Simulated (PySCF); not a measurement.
AlCl, charge +1, doublet, at a GFN2-xTB geometry (such geometries of metal compounds can be far from the true shape) (a state made from the parent by changing its charge; the spin is typed, not shown lowest). Base run: PBE/def2-SV(P) (PySCF).

The PySCF input:
```python
from pyscf import gto, scf, dft

mol = gto.Mole()
mol.atom = '''
    Al   -0.00000000   -0.00000000   -1.12380569
    Cl    0.00000000    0.00000000    0.85938083
'''
mol.basis = 'def2-sv(p)'
mol.charge = 1
mol.spin = 1
mol.verbose = 4
mol.build()

mf = dft.UKS(mol)
mf.xc = 'pbe'
mf.kernel()
```

The base run was repeated with changes; each row names its change, and settings that it needs were set with it.

```
change                                           ΔE vs base (mEh)  fitting functions
-----------------------------------------------  ----------------  -----------------
base                                                        0.000                  -
auxbasis = def2-universal-jkfit                            -0.026                256
auxbasis = default (with mf = mf.density_fit())            -0.107                102
auxbasis = cc-pvtz-ri                                     -18.550                244
auxbasis = even-tempered beta=2.0                          -0.032                329
auxbasis = even-tempered beta=3.0                          -1.805                220
auxbasis = cc-pvdz-jkfit                                   -0.037                224
auxbasis = def2-svp-ri                                     -869.9                124
auxbasis = cc-pvtz-jkfit                                   -0.036                242
auxbasis = cc-pvqz-jkfit                                   -0.025                296
```

A fitting set is made for a task (jfit for Coulomb, jkfit for Coulomb and exchange, ri for correlation) and for a family of orbital bases.

Open shells are given as the SCF converged; they aren't shown to be the lowest states, and a large step between rows can be another state.
